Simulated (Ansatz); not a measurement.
Vertical ionisation energy (eV) of eight silicon and germanium compounds: PBE beside CAM-B3LYP, computed with Ansatz (a first-principles code) for isolated molecules in the bases named; differences from unrounded values. The eight are the first of their class met in an unordered collection, after screening for sound electronic states; none was chosen by its value. Functionals give these values as differences of separate SCF runs (ΔSCF), EOM-CCSD as a root; each molecule has one DFT geometry for both levels.

```csv
molecule,basis,CAM-B3LYP,PBE,difference
"CH3NO3Si, SMILES O[SiH](N=C=O)O",def2-SVPD,11.40,10.55,-0.84
"C2H9ClSi3, SMILES [SiH3][SiH2][SiH2]C(=C)Cl",def2-SVPD,9.48,8.91,-0.58
"CH₁₃NSi₄, SMILES [SiH2](CN[SiH3])[SiH2][SiH3]",def2-SVPD,8.40,___,___
"C3H5NOSi, SMILES [Si@@H]1(O)C=CC=N1",def2-TZVPD,9.50,9.20,-0.29
"C3H4FNSi, SMILES C1=CC=N[Si@H]1F",def2-SVPD,9.88,9.64,-0.24
"C3H11ClSi2, SMILES C[Si](C)(Cl)C[SiH3]",def2-SVPD,10.40,___,___
"CH₆O₂Si₂, SMILES [SiH2]([SiH3])OC=O",def2-SVPD,10.47,9.82,-0.65
"Cl2H5NSi2, SMILES Cl[SiH2]N[SiH2]Cl",def2-SVPD,10.51,___,___
```

**Question.** Some entries are withheld; supply them. (An estimate is asked for; the answer gives what the named calculation found.)

**Answer.** 
- CH₁₃NSi₄, SMILES [SiH2](CN[SiH3])[SiH2][SiH3], PBE: 7.98
- CH₁₃NSi₄, SMILES [SiH2](CN[SiH3])[SiH2][SiH3], difference: -0.42
- Cl2H5NSi2, SMILES Cl[SiH2]N[SiH2]Cl, PBE: 9.89
- Cl2H5NSi2, SMILES Cl[SiH2]N[SiH2]Cl, difference: -0.63
- C3H11ClSi2, SMILES C[Si](C)(Cl)C[SiH3], PBE: 9.65
- C3H11ClSi2, SMILES C[Si](C)(Cl)C[SiH3], difference: -0.75

PBE lies below CAM-B3LYP in 8 and above it in 0 of the eight; the mean signed difference is -0.55 and the largest -0.84 eV.
